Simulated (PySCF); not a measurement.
C5H4F2.

```xyz
11

C      1.8454     1.5410     0.0000
C      0.6255     1.0787     0.0000
C     -0.6072     0.6094     0.0000
F     -1.6423     1.4713     0.0000
C     -1.0404    -0.7800     0.0000
C     -0.2701    -1.8711     0.0000
F      1.0531    -1.8188     0.0000
H      2.3835     1.7417    -0.9350
H      2.3835     1.7417     0.9350
H     -2.1216    -0.9324     0.0000
H     -0.6612    -2.8918     0.0000
```
Charge 0, spin multiplicity 1.

The structure is a stationary point at PBE0-D3(BJ)/def2-SVP. The structure was generated by enumeration; whether it is a known compound was not checked. Other conformers were not sampled.

These are B3LYP/pcSseg-1 run with PySCF values and carry that method's errors. Non-relativistic, no solvent.

Problem. Give the absolute GIAO shielding of each atom: isotropic value and principal components (ppm). (The exact figures need the calculation; the answer reports its results.)

Solution. 
```tsv
atom	σ(iso)	σ11	σ22	σ33	span
C1	80.5	-7.8	88.2	161.1	168.9
C2	-45.5	-75.7	-53.8	-6.9	68.8
C3	34.8	-17.1	34.8	86.8	103.9
F4	328.8	290.3	328.3	367.9	77.5
C5	68.5	-23.9	97.2	132.2	156.0
C6	22.3	-64.9	54.3	77.4	142.4
F7	274.5	172.4	207.0	444.2	271.8
H8	25.4	24.0	24.1	28.1	4.1
H9	25.4	24.0	24.1	28.1	4.1
H10	26.3	24.6	26.0	28.4	3.8
H11	24.8	22.1	25.4	26.9	4.8
```
